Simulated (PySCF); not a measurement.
# Electronic structure of Bi⁵⁶⁺ (bismuth, charge +56) at the UHF level

Configuration: [Ar] 3d9, 2D determinant. All numbers are calculated (PySCF 2.14, scalar relativity by spin-free X2C-1e, in an uncontracted even-tempered set (17 s from 14 bohr⁻², ratio 2.5; 13 p from 18 bohr⁻², ratio 2.5; 7 d from 18 bohr⁻², ratio 2.5; 4 f from 77 bohr⁻², ratio 2.7; 3 g from 110 bohr⁻², ratio 2.7)).

* Total energy: -18906.896552 hartree
* One-electron energy: -21674.7449 hartree
* Hartree (Coulomb) energy: 3041.5345 hartree
* Exchange energy: -273.6861 hartree
* ⟨S²⟩: 0.7500
* ⟨L²⟩: 6.000
* Sum of ⟨r⟩: 3.215 bohr
* Sum of ⟨r²⟩: 0.5342 bohr²
* Traceless quadrupole moment −½Σ⟨3z² − r²⟩ along its main axis: -0.00747 e·bohr²

| shell | electrons | mean orbital energy (hartree) | spread (hartree) | rms radius, mean of both spins (bohr) |
| --- | --- | --- | --- | --- |
| 1s α | 1 | -3470.78487 | 0 | 0.0178 |
| 1s β | 1 | -3470.77782 | 0 | 0.0178 |
| 2s α | 1 | -729.16804 | 0 | 0.0716 |
| 2s β | 1 | -728.80764 | 0 | 0.0716 |
| 2p α | 3 | -644.48075 | 0.37628 | 0.0661 |
| 2p β | 3 | -644.10223 | 0.08234 | 0.0661 |
| 3s α | 1 | -263.23822 | 0 | 0.178 |
| 3s β | 1 | -262.77831 | 0 | 0.178 |
| 3p α | 3 | -238.31331 | 0.45589 | 0.180 |
| 3p β | 3 | -237.76143 | 0.19916 | 0.180 |
| 3d α | 5 | -213.44037 | 0.63955 | 0.163 |
| 3d β | 4 | -213.07958 | 0.48307 | 0.163 |

Spin-orbit coupling, absent here, splits the open shell strongly.

Densities and radii are taken from the X2C orbitals without a picture-change correction, which distorts them close to the nucleus.

Spin-orbit constants ζ (cm⁻¹) from the X2C one-electron operator on these orbitals: bare nucleus, nucleus screened by l(l+1)(2l+1)/3 electrons, and screened by the Breit-Pauli mean field of the electrons.

```json
{"shell": "2p", "bare": "11470000", "screened nucleus": "11190000", "mean field": "11100000"}
{"shell": "3p", "bare": "2759000", "screened nucleus": "2693000", "mean field": "2672000"}
{"shell": "3d", "bare": "430800", "screened nucleus": "378900", "mean field": "372700"}
```

To first order the Landé constant is A = -372700 cm⁻¹, so the lowest level has J = 5/2 and lies 46.2 eV below the centre of the term. First order in ζ underestimates the shift of the j = l − 1/2 level at high Z.
